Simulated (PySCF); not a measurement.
isopropylamine cation (C3H9N), SMILES CC(C)N (connectivity only; charge and spin as stated), charge +1, multiplicity 2. Atoms are numbered in the order given.

```xyz
13

C      0.0911    -0.6965    -1.3017
C     -0.2894     0.0163     0.0000
C      0.0911    -0.6965     1.3017
N      0.0824     1.3824     0.0000
H     -0.3862    -1.6850    -1.3220
H      1.1827    -0.8354    -1.3448
H     -0.2401    -0.1402    -2.1919
H     -1.4242     0.0848     0.0000
H     -0.2401    -0.1402     2.1919
H      1.1827    -0.8354     1.3448
H     -0.3862    -1.6850     1.3220
H      0.1887     1.9099     0.8745
H      0.1887     1.9099    -0.8745
```
Charge +1, spin multiplicity 2.

The structure is a stationary point at B3LYP-D3(BJ)/def2-SVP. The spin state was assumed, not searched. One conformer was computed; it need not be the lowest.

Calculation: TDA-PBE/def2-SVPD (PySCF).

Vertical excitations. Isolated molecule, no solvent.

Computed excitation energies, oscillator strengths and character:
```csv
state,energy (eV),λ (nm),f,main pairs
root 1,2.41,514,0.000,β HOMO→LUMO 100 %
root 2,2.84,437,0.010,"β HOMO−1→LUMO 68 %, β HOMO−3→LUMO 31 %"
root 3,2.91,426,0.001,β HOMO−2→LUMO 100 %
root 4,3.25,381,0.038,"β HOMO−3→LUMO 68 %, β HOMO−1→LUMO 28 %"
root 5,3.62,342,0.021,β HOMO−4→LUMO 99 %
root 6,5.32,233,0.033,β HOMO−5→LUMO 95 %
root 7,6.81,182,0.041,β HOMO−6→LUMO 93 %
root 8,7.75,160,0.002,α HOMO→LUMO 99 %
root 9,7.79,159,0.002,β HOMO−7→LUMO 99 %
root 10,8.74,142,0.001,"α HOMO−1→LUMO 84 %, β HOMO→LUMO+1 15 %"
```
Unrestricted roots are not spin-pure.
